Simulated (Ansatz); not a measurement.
## Molecular dynamics of AlF₂H₂N

Input:

```yaml
crystal:
  periodic: [false, false, false]
  atoms:
    - { symbol: Al, position_ang: [-0.000778, 0.021249, 0.067688] }
    - { symbol: "N", position_ang: [-0.011613, 0.039902, 1.847562] }
    - { symbol: H, position_ang: [-0.81988, -0.056784, 2.438412] }
    - { symbol: H, position_ang: [0.823279, -0.016183, 2.414213] }
    - { symbol: F, position_ang: [1.427373, 0.129267, -0.807162] }
    - { symbol: F, position_ang: [-1.419497, -0.150457, -0.808281] }
basis:
  gaussian: { orbitals: def2-SVP }
hamiltonian:
  xc: pbe
md:
  timestep: 0.5
  n_steps: 250
  ensemble: nve
  temperature: 100.0
  initial_velocities: maxwell_boltzmann
  seed: 265048
```

Command:

```bash
$ ansatz run input.yaml --threads 1 --pin off --max-ram 2048MiB --backend cpu --events-out ev --progress --plain --runs-dir out
```

It goes on from the last frame of an earlier run, with new velocities.

Output, in part (one step line in 5, the closing report, with atoms numbered from 0):

```
md step     0: t =     0.00 fs  T =   100.0 K  F+E_penalty+E_count = -13539.85772548 eV  E_kin = 0.051704 eV  conserved = -13539.80602148 eV  (25 SCF iters)
md step     5: t =     2.50 fs  T =   118.5 K  F+E_penalty+E_count = -13539.86752350 eV  E_kin = 0.061252 eV  conserved = -13539.80627149 eV  (28 SCF iters)
md step    10: t =     5.00 fs  T =    96.6 K  F+E_penalty+E_count = -13539.85593727 eV  E_kin = 0.049943 eV  conserved = -13539.80599432 eV  (28 SCF iters)
md step    15: t =     7.50 fs  T =   114.5 K  F+E_penalty+E_count = -13539.86546696 eV  E_kin = 0.059187 eV  conserved = -13539.80627983 eV  (28 SCF iters)
md step    20: t =    10.00 fs  T =    88.8 K  F+E_penalty+E_count = -13539.85189650 eV  E_kin = 0.045925 eV  conserved = -13539.80597106 eV  (27 SCF iters)
md step    25: t =    12.50 fs  T =   100.4 K  F+E_penalty+E_count = -13539.85820284 eV  E_kin = 0.051936 eV  conserved = -13539.80626672 eV  (28 SCF iters)
md step    30: t =    15.00 fs  T =    74.5 K  F+E_penalty+E_count = -13539.84450994 eV  E_kin = 0.038514 eV  conserved = -13539.80599560 eV  (28 SCF iters)
md step    35: t =    17.50 fs  T =    87.8 K  F+E_penalty+E_count = -13539.85167513 eV  E_kin = 0.045403 eV  conserved = -13539.80627176 eV  (28 SCF iters)
md step    40: t =    20.00 fs  T =    61.5 K  F+E_penalty+E_count = -13539.83781960 eV  E_kin = 0.031794 eV  conserved = -13539.80602587 eV  (28 SCF iters)
md step    45: t =    22.50 fs  T =    60.0 K  F+E_penalty+E_count = -13539.83720533 eV  E_kin = 0.031014 eV  conserved = -13539.80619101 eV  (27 SCF iters)
md step    50: t =    25.00 fs  T =    42.8 K  F+E_penalty+E_count = -13539.82818818 eV  E_kin = 0.022137 eV  conserved = -13539.80605109 eV  (27 SCF iters)
md step    55: t =    27.50 fs  T =    51.6 K  F+E_penalty+E_count = -13539.83284250 eV  E_kin = 0.026669 eV  conserved = -13539.80617360 eV  (28 SCF iters)
md step    60: t =    30.00 fs  T =    51.8 K  F+E_penalty+E_count = -13539.83290337 eV  E_kin = 0.026764 eV  conserved = -13539.80613916 eV  (28 SCF iters)
md step    65: t =    32.50 fs  T =    48.8 K  F+E_penalty+E_count = -13539.83135953 eV  E_kin = 0.025257 eV  conserved = -13539.80610288 eV  (29 SCF iters)
md step    70: t =    35.00 fs  T =    49.7 K  F+E_penalty+E_count = -13539.83184195 eV  E_kin = 0.025684 eV  conserved = -13539.80615793 eV  (29 SCF iters)
md step    75: t =    37.50 fs  T =    40.9 K  F+E_penalty+E_count = -13539.82719699 eV  E_kin = 0.021141 eV  conserved = -13539.80605551 eV  (29 SCF iters)
md step    80: t =    40.00 fs  T =    54.4 K  F+E_penalty+E_count = -13539.83433907 eV  E_kin = 0.028109 eV  conserved = -13539.80623017 eV  (28 SCF iters)
md step    85: t =    42.50 fs  T =    44.4 K  F+E_penalty+E_count = -13539.82895663 eV  E_kin = 0.022945 eV  conserved = -13539.80601139 eV  (28 SCF iters)
md step    90: t =    45.00 fs  T =    72.3 K  F+E_penalty+E_count = -13539.84361649 eV  E_kin = 0.037382 eV  conserved = -13539.80623414 eV  (28 SCF iters)
md step    95: t =    47.50 fs  T =    73.4 K  F+E_penalty+E_count = -13539.84394075 eV  E_kin = 0.037960 eV  conserved = -13539.80598122 eV  (26 SCF iters)
md step   100: t =    50.00 fs  T =   110.3 K  F+E_penalty+E_count = -13539.86329792 eV  E_kin = 0.057012 eV  conserved = -13539.80628637 eV  (28 SCF iters)
md step   105: t =    52.50 fs  T =    99.4 K  F+E_penalty+E_count = -13539.85739932 eV  E_kin = 0.051397 eV  conserved = -13539.80600246 eV  (28 SCF iters)
md step   110: t =    55.00 fs  T =   121.0 K  F+E_penalty+E_count = -13539.86885983 eV  E_kin = 0.062569 eV  conserved = -13539.80629051 eV  (28 SCF iters)
md step   115: t =    57.50 fs  T =    93.0 K  F+E_penalty+E_count = -13539.85406080 eV  E_kin = 0.048073 eV  conserved = -13539.80598825 eV  (28 SCF iters)
md step   120: t =    60.00 fs  T =    96.9 K  F+E_penalty+E_count = -13539.85634852 eV  E_kin = 0.050108 eV  conserved = -13539.80624041 eV  (28 SCF iters)
md step   125: t =    62.50 fs  T =    70.7 K  F+E_penalty+E_count = -13539.84255238 eV  E_kin = 0.036537 eV  conserved = -13539.80601531 eV  (28 SCF iters)
md step   130: t =    65.00 fs  T =    80.4 K  F+E_penalty+E_count = -13539.84779212 eV  E_kin = 0.041561 eV  conserved = -13539.80623091 eV  (28 SCF iters)
md step   135: t =    67.50 fs  T =    65.8 K  F+E_penalty+E_count = -13539.84006511 eV  E_kin = 0.034003 eV  conserved = -13539.80606208 eV  (28 SCF iters)
md step   140: t =    70.00 fs  T =    70.1 K  F+E_penalty+E_count = -13539.84239726 eV  E_kin = 0.036242 eV  conserved = -13539.80615540 eV  (29 SCF iters)
md step   145: t =    72.50 fs  T =    66.0 K  F+E_penalty+E_count = -13539.84020833 eV  E_kin = 0.034102 eV  conserved = -13539.80610641 eV  (29 SCF iters)
md step   150: t =    75.00 fs  T =    65.8 K  F+E_penalty+E_count = -13539.84015903 eV  E_kin = 0.034024 eV  conserved = -13539.80613514 eV  (28 SCF iters)
md step   155: t =    77.50 fs  T =    63.3 K  F+E_penalty+E_count = -13539.83890357 eV  E_kin = 0.032728 eV  conserved = -13539.80617528 eV  (29 SCF iters)
md step   160: t =    80.00 fs  T =    50.8 K  F+E_penalty+E_count = -13539.83233856 eV  E_kin = 0.026283 eV  conserved = -13539.80605522 eV  (29 SCF iters)
md step   165: t =    82.50 fs  T =    61.2 K  F+E_penalty+E_count = -13539.83784770 eV  E_kin = 0.031655 eV  conserved = -13539.80619285 eV  (28 SCF iters)
md step   170: t =    85.00 fs  T =    53.3 K  F+E_penalty+E_count = -13539.83360997 eV  E_kin = 0.027582 eV  conserved = -13539.80602813 eV  (28 SCF iters)
md step   175: t =    87.50 fs  T =    70.4 K  F+E_penalty+E_count = -13539.84268818 eV  E_kin = 0.036422 eV  conserved = -13539.80626596 eV  (28 SCF iters)
md step   180: t =    90.00 fs  T =    49.8 K  F+E_penalty+E_count = -13539.83175217 eV  E_kin = 0.025758 eV  conserved = -13539.80599384 eV  (28 SCF iters)
md step   185: t =    92.50 fs  T =    69.8 K  F+E_penalty+E_count = -13539.84233135 eV  E_kin = 0.036074 eV  conserved = -13539.80625686 eV  (28 SCF iters)
md step   190: t =    95.00 fs  T =    57.4 K  F+E_penalty+E_count = -13539.83565408 eV  E_kin = 0.029690 eV  conserved = -13539.80596410 eV  (26 SCF iters)
md step   195: t =    97.50 fs  T =    87.2 K  F+E_penalty+E_count = -13539.85134354 eV  E_kin = 0.045069 eV  conserved = -13539.80627499 eV  (28 SCF iters)
md step   200: t =   100.00 fs  T =    76.8 K  F+E_penalty+E_count = -13539.84569512 eV  E_kin = 0.039702 eV  conserved = -13539.80599297 eV  (28 SCF iters)
md step   205: t =   102.50 fs  T =   107.7 K  F+E_penalty+E_count = -13539.86195049 eV  E_kin = 0.055675 eV  conserved = -13539.80627529 eV  (28 SCF iters)
md step   210: t =   105.00 fs  T =    97.0 K  F+E_penalty+E_count = -13539.85619856 eV  E_kin = 0.050177 eV  conserved = -13539.80602132 eV  (28 SCF iters)
md step   215: t =   107.50 fs  T =   106.4 K  F+E_penalty+E_count = -13539.86121583 eV  E_kin = 0.054993 eV  conserved = -13539.80622315 eV  (28 SCF iters)
md step   220: t =   110.00 fs  T =    81.9 K  F+E_penalty+E_count = -13539.84842334 eV  E_kin = 0.042362 eV  conserved = -13539.80606150 eV  (28 SCF iters)
md step   225: t =   112.50 fs  T =    73.5 K  F+E_penalty+E_count = -13539.84421670 eV  E_kin = 0.038027 eV  conserved = -13539.80618944 eV  (28 SCF iters)
md step   230: t =   115.00 fs  T =    53.2 K  F+E_penalty+E_count = -13539.83359083 eV  E_kin = 0.027491 eV  conserved = -13539.80609984 eV  (28 SCF iters)
md step   235: t =   117.50 fs  T =    49.6 K  F+E_penalty+E_count = -13539.83173217 eV  E_kin = 0.025638 eV  conserved = -13539.80609378 eV  (28 SCF iters)
md step   240: t =   120.00 fs  T =    61.1 K  F+E_penalty+E_count = -13539.83776221 eV  E_kin = 0.031615 eV  conserved = -13539.80614721 eV  (28 SCF iters)
md step   245: t =   122.50 fs  T =    66.7 K  F+E_penalty+E_count = -13539.84059284 eV  E_kin = 0.034511 eV  conserved = -13539.80608230 eV  (28 SCF iters)
md step   250: t =   125.00 fs  T =    82.3 K  F+E_penalty+E_count = -13539.84879846 eV  E_kin = 0.042559 eV  conserved = -13539.80623934 eV  (26 SCF iters)
Total energy: -13539.84883634 eV, -497.5802670964 hartree
Atom 0 at     0.007044     0.004468     0.071564 Å, force     0.007618     0.037613    -0.088453 eV/Å
Atom 1 at    -0.020017     0.028829     1.825848 Å, force    -0.100918    -0.056952    -0.258458 eV/Å
Atom 2 at    -0.836710    -0.213698     2.380770 Å, force    -0.120794     0.052680     0.167445 eV/Å
Atom 3 at     0.738424     0.382734     2.394409 Å, force     0.286341     0.015487     0.333989 eV/Å
Atom 4 at     1.413176     0.129346    -0.808734 Å, force     0.186716     0.054417    -0.021190 eV/Å
Atom 5 at    -1.404817    -0.131380    -0.792096 Å, force    -0.258962    -0.103244    -0.133334 eV/Å
Dipole moment:    -0.002913     0.026166     0.581055 e Å
```

The run went to its last step. The conserved energy stayed within 0.046 meV per atom of its start (net change -0.036 meV per atom), so the integration is sound. A run of 0.12 ps of so small a system gives no equilibrium averages.

The same pairs are bonded in the first frame and the last. Pairs count as bonded within 1.25 times the sum of covalent radii (0.12 Å more for H–H).

Last frame:

```xyz
6
Properties=species:S:1:pos:R:3
Al 0.007 0.004 0.072
N -0.020 0.029 1.826
H -0.837 -0.214 2.381
H 0.738 0.383 2.394
F 1.413 0.129 -0.809
F -1.405 -0.131 -0.792
```

Run time: 4.2 min on 1 thread of Intel(R) Xeon(R) Platinum 8488C (Sapphire Rapids) (shared host), peak memory 0.13 GiB.
